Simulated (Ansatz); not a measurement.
A made-up structure of SiNH2Te (charge -1), closed shell:

N1  (0.937, -1.101, 0.269)
Si2  (0.081, 0.229, -0.274)
Te3  (-0.810, -1.050, 1.600)
H4  (-0.704, 0.264, -1.559)
H5  (1.703, -1.711, -0.016)
(Å)

It is relaxed with PBE-D4/def2-SVPD and then PBE0-D4/def2-TZVPD (Ansatz 0.2.0). Atoms count as bonded within 1.22 times the sum of their covalent radii (H–H: 0.88 Å). The end point is not checked to be a true minimum.

Problem. Does its bonding change? (A judgement: the text doesn't fix the answer.)

Solution. The calculation gives: No: no bond forms or breaks.

Where it ends: The first stage lowers the energy by 1.20 eV in 8 steps. It ends as SiNH₂Te ([NH]1[SiH][Te]1), total charge -1:
N1  (1.104, -0.876, 0.423)
Si2  (0.155, 0.516, -0.221)
Te3  (-0.704, -1.206, 1.526)
H4  (-0.485, -0.144, -1.480)
H5  (1.136, -1.659, -0.228)
(Å)

Labels in which every atom is bracketed show which atoms are joined, not bond orders.

For scale, one of the runs: PBE0-D4/def2-TZVPD relaxation, 157 basis functions, launched by `ansatz run in.yaml --threads 2 --pin off --events-out ev --progress --plain --max-ram 4352MiB`. The run took about 57 s on 2 CPU threads of an Arm Neoverse N1 (shared host).
